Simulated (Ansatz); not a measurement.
A series at Si: from `O[Si](O)(O)F`, ligands are replaced one by one, each step taking up H–F and setting free H₂O; n counts the steps. Ansatz, PBE0-D4/def2-TZVP geometries. Each molecule was computed in one conformer, which needn't be the lowest.

CBS adds triple-zeta CCSD(T) − MP2 to the MP2 limit, frozen cores; atoms without spin–orbit coupling. 

| n | molecule | atomization energy, CCSD(T)/CBS (kJ/mol) |
| --- | --- | --- |
| 0 | `O[Si](O)(O)F` | 3446.9 |
| 1 | `O[Si](O)(F)F` | ? |
| 2 | `O[Si](F)(F)F` | 2754.9 |
| 3 | `F[Si](F)(F)F` | 2404.1 |

Problem. By hand: fit a straight line y = ȳ + b (n − n̄) to the 3 given rows and predict n = 1.

Solution. n̄ = 1.667, ȳ = 2868.63; Σ(n − n̄)(y − ȳ) = -1621.07, Σ(n − n̄)² = 4.667, so b = -347.35 kJ/mol a step. Prediction: 2868.63 + (-347.35) × (-0.667) = 3100.3 kJ/mol.

Problem. By hand: compare with the computed value, 3101.9 kJ/mol, and give the steps along the whole series.

Solution. The line misses by 1.6 kJ/mol (computed minus predicted). Steps: -345.0, -347.0, -350.8 kJ/mol.

The steps differ by at most 5.8 kJ/mol, 1.7 % of a mean step, so the ligands' effects nearly add and a line is close. The miss is 0.2 % of the series' range. The energies themselves are unsure by some kJ/mol a bond, though much of that is common to the series.
